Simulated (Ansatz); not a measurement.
Sn₁₈H₂₈, relaxed as a singlet with RKS PBE-D4/def2-SVP in Ansatz, starting from a model built from a lattice or polyhedron. Force threshold 0.03 eV/Å.

In the def2 sets Sn takes a core potential; there is no spin–orbit coupling. Single mean-field runs in def2-SVP are fitted with def2-universal-jkfit. Another isomer (singlet) lies 0.46 eV lower at PBE0-D4/def2-TZVP; other spin states weren't run for this one.

Start:

```xyz
46

Sn    1.816   -4.189    0.356
Sn    0.022    0.389    4.594
Sn    3.867   -1.010   -2.230
Sn    2.070    3.595    1.981
Sn    1.806   -4.600   -4.212
Sn   -2.078   -3.581   -1.982
Sn   -0.027   -0.402   -4.560
Sn   -3.897    1.010    2.259
Sn   -1.795    4.181   -0.322
Sn   -1.803    4.592    4.228
Sn    3.310   -3.725   -2.025
Sn    1.482    0.867    2.206
Sn   -0.549   -2.731    0.253
Sn   -2.353    1.855    4.456
Sn    1.484    0.451   -2.350
Sn   -0.328    5.034    1.863
Sn   -0.621   -3.134   -4.328
Sn   -2.409    1.437   -0.102
H     2.758   -3.650    1.713
H     1.499   -5.864    0.501
H     0.952    0.906    5.923
H    -0.315   -1.292    4.732
H     4.789   -0.509   -0.900
H     4.758   -0.741   -3.685
H     2.987    4.094    3.349
H     2.982    3.853    0.514
H     1.452   -6.257   -4.058
H     2.726   -4.319   -5.670
H    -2.437   -5.263   -1.840
H    -3.556   -2.691   -2.035
H     0.860   -0.120   -6.019
H    -1.509    0.459   -4.654
H    -4.220   -0.684    2.382
H    -5.343    1.914    2.183
H    -0.946    4.475   -1.776
H    -3.287    5.076   -0.437
H    -0.884    5.119    5.553
H    -3.273    5.494    4.161
H     4.776   -4.642   -1.937
H     2.983   -0.025    2.290
H    -1.449   -3.014    1.644
H    -3.307    1.561    5.889
H     1.821    2.101   -2.492
H     0.025    6.720    1.731
H    -1.527   -3.661   -5.680
H    -3.313    0.922   -1.465
```

**Question.** Estimate the energy that the relaxation releases and the steps that it takes.

**Answer.** 4.15 eV, in 20 steps; 1.9 min on 4 threads of AMD EPYC 7R13 on a shared host and a share (37 GiB) of an NVIDIA H100 80GB HBM3. The force fell under the threshold at step 14, but the optimiser went on and released 0.025 eV more. No frequencies were taken in this run, so the end may be a saddle point.

**Question.** Does the start keep its bonding and symmetry?

**Answer.** Bonds formed: Sn12–Sn13, Sn15–Sn18 (atoms count from 1).

**Question.** Predict the relaxed structure.

**Answer.** 
Cartesian coordinates in Å:
```
Sn 2.065 -4.173 0.602
Sn -0.059 0.095 4.695
Sn 3.021 -0.424 -1.668
Sn 1.871 2.544 1.448
Sn 1.678 -4.275 -3.928
Sn -1.787 -2.720 -1.221
Sn -0.325 -0.261 -4.676
Sn -3.104 0.600 1.440
Sn -1.682 4.341 -0.618
Sn -1.678 4.276 3.929
Sn 3.195 -3.242 -1.799
Sn 1.267 -0.126 2.212
Sn -0.053 -2.349 0.999
Sn -2.361 1.550 3.997
Sn 0.606 0.937 -2.296
Sn -0.053 4.604 1.658
Sn -0.780 -2.912 -3.855
Sn -1.821 1.537 -0.916
H 3.212 -4.141 1.902
H 1.511 -5.810 0.413
H 0.873 0.967 5.874
H -0.459 -1.454 5.365
H 3.612 0.050 -0.103
H 4.107 0.287 -2.830
H 3.217 2.887 2.500
H 2.500 2.599 -0.172
H 1.471 -5.988 -3.730
H 2.453 -4.013 -5.459
H -2.567 -4.214 -0.780
H -3.037 -1.512 -1.241
H 0.855 -0.219 -5.952
H -1.777 0.484 -5.262
H -3.074 -1.137 1.514
H -4.757 1.039 1.107
H -0.978 5.113 -2.003
H -3.238 5.060 -0.335
H -0.843 4.713 5.388
H -3.082 5.290 3.803
H 4.885 -3.622 -1.982
H 2.848 -0.819 2.501
H -1.012 -2.918 2.348
H -3.725 1.263 5.043
H 1.154 2.554 -2.682
H 0.836 6.101 1.725
H -1.994 -3.745 -4.786
H -2.990 1.181 -2.169
```
Bond lengths (bridged metal pairs left out): 22 × Sn–Sn 2.81 to 2.86 Å; 28 × H–Sn 1.73 to 1.75 Å.
